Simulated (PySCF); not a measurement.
Sn(Cl)2(Et)2, C₄H₁₀Cl₂Sn, SMILES [Cl][Sn]([CH2]C)([Cl])[CH2]C, GFN2-xTB optimised geometry.

```
17

C     -0.94    -1.16    -3.17
C     -1.54    -1.96    -2.04
Sn    -0.90    -1.14     0.00
Cl    -1.45     1.14     0.00
Cl     1.45    -1.14     0.00
C     -1.53    -1.96     2.04
C     -0.74    -3.17     2.46
H     -1.26    -0.12    -3.13
H     -1.27    -1.58    -4.12
H      0.15    -1.20    -3.14
H     -1.22    -2.99    -2.05
H     -2.63    -1.91    -2.04
H     -1.38    -1.12     2.71
H     -2.60    -2.17     1.96
H     -1.04    -3.46     3.47
H     -0.92    -4.02     1.80
H      0.32    -2.96     2.48
```

Density from B3LYP/def2-SVP, def2 effective core potentials past Kr (PySCF 2.14.0) at that geometry. The core electrons that the potentials of Sn replace are not part of the density.

Minimum of the electron density along straight lines between bonded atoms, close to the bond critical point (lines longer than 1.1 times the sum of covalent radii, or with two minima, are not listed):

| bond | length / Å | ρ at the minimum / e bohr⁻³ | ∇²ρ there / e bohr⁻⁵ | position (fraction from the first atom) |
|---|---|---|---|---|
| C1–C2 | 1.506 | 0.250 | -0.58 | 0.49 |
| C2–Sn3 | 2.283 | 0.084 | 0.07 | 0.50 |
| Sn3–Cl4 | 2.353 | 0.077 | 0.20 | 0.48 |
| Sn3–Cl5 | 2.353 | 0.077 | 0.20 | 0.48 |
| Sn3–C6 | 2.281 | 0.084 | 0.07 | 0.50 |
| C6–C7 | 1.507 | 0.250 | -0.58 | 0.51 |
| C1–H8 | 1.088 | 0.279 | -1.04 | 0.63 |
| C1–H9 | 1.091 | 0.275 | -1.00 | 0.62 |
| C1–H10 | 1.088 | 0.279 | -1.04 | 0.63 |
| C2–H11 | 1.087 | 0.278 | -1.02 | 0.63 |
| C2–H12 | 1.087 | 0.278 | -1.02 | 0.63 |
| C6–H13 | 1.088 | 0.278 | -1.03 | 0.63 |
| C6–H14 | 1.087 | 0.277 | -1.02 | 0.63 |
| C7–H15 | 1.091 | 0.275 | -1.00 | 0.62 |
| C7–H16 | 1.087 | 0.278 | -1.02 | 0.62 |
| C7–H17 | 1.087 | 0.279 | -1.04 | 0.63 |
